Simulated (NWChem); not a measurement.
System: C3H5BO; SMILES OB1C=CC1

NWChem input:

```
start job
memory heap 200 mb stack 900 mb global 1100 mb
geometry units angstroms noautoz
  O      0.113053    -1.897165     0.000000
  B      0.061984    -0.550856     0.000000
  C      1.134367     0.570213     0.000000
  C      0.118119     1.464566     0.000000
  C     -1.107699     0.562628     0.000000
  H     -0.761333    -2.300543     0.000000
  H      2.211567     0.749048     0.000000
  H      0.143356     2.564460     0.000000
  H     -1.750494     0.651047    -0.893249
  H     -1.750494     0.651047     0.893249
end
basis spherical
  * library def2-svp
end
dft
  xc b3lyp
  iterations 150
  mulliken
end
task dft energy
```

The geometry was optimised at PBE0/def2-SVP.

Task: What results follow from this input? (B3LYP/def2-SVP.) Quantities: energy (Ha); highest occupied level (eV); orbital gap (eV); dipole (D).

Result: 
| Item | Result |
|---|---|
| energy (Ha) | -217.25 |
| highest occupied level (eV) | -7.27 |
| orbital gap (eV) | 6.62 |
| dipole (D) | 1.45 |
